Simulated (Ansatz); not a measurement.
System: sum formula AlO$_{3}$H$_{3}$, charge 0, multiplicity 1. SMILES: [Al]([OH])([OH])[OH]
Coordinates optimised at B3LYP-D3(BJ)/def2-TZVP (Ansatz, a quantum-chemistry and plane-wave program):
```xyz
7

O     -1.1117     1.2600     0.2047
Al     0.0000     0.0000     0.0000
O      1.6347     0.3487    -0.2675
O     -0.5230    -1.6087     0.0629
H     -0.8620     2.1846     0.1770
H      2.2992    -0.3308    -0.3888
H     -1.4371    -1.8538     0.2117
```

Quantity: atomisation energy (electronic, to ground-state atoms), in kcal/mol. Valence correlation only, unless marked. Open shells are spin-unrestricted. Spin-orbit coupling is left out. No relativistic terms. The coupled-cluster limit lacks core correlation, which all-electron functionals hold. Basis-set limits of correlation are two-point, X^-3; Hartree-Fock from the larger set (for Q and 5 zeta extrapolated as (X+1)exp(-9√X)).

| level | program | atomisation energy (kcal/mol) |
|---|---|---|
| PBE0-D3(BJ)/def2-TZVP | Ansatz + dftd3 | 648.4 |

What does CCSD(T)/CBS(cc-pV(Q+d)Z,cc-pV(5+d)Z) (Ansatz) give?

671.9 kcal/mol, so PBE0-D3(BJ)/def2-TZVP differs from it by -23.5 kcal/mol.
